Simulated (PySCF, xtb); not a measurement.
C₂H₁₀OSi₂, SMILES O(C)C[SiH2][SiH3]. The values are those of a single conformer.

Harmonic wavenumbers (cm⁻¹) from GFN2-xTB (xtb) at its own minimum, in rising order: 32, 68, 81, 108, 209, 225, 359, 376, 455, 472, 477, 575, 657, 758, 781, 802, 814, 817, 829, 971, 1102, 1136, 1156, 1198, 1292, 1407, 1470, 1492, 1504, 2170, 2193, 2201, 2221, 2254, 2851, 2889, 2890, 2915, 3021.

What does B3LYP-D3(BJ)/def2-SVP run with PySCF give at its own minimum? (Estimate from the structure and the level; the computed values follow.)

58, 88, 125, 136, 225, 240, 369, 383, 429, 513, 559, 662, 697, 790, 855, 903, 937, 951, 952, 976, 1172, 1173, 1207, 1230, 1304, 1453, 1458, 1466, 1493, 2198, 2206, 2208, 2213, 2230, 2948, 2966, 2991, 3022, 3124. Paired by order, the mean absolute difference is 49 cm⁻¹ and the zero-point energies are 67.5 and 69.9 kcal/mol.
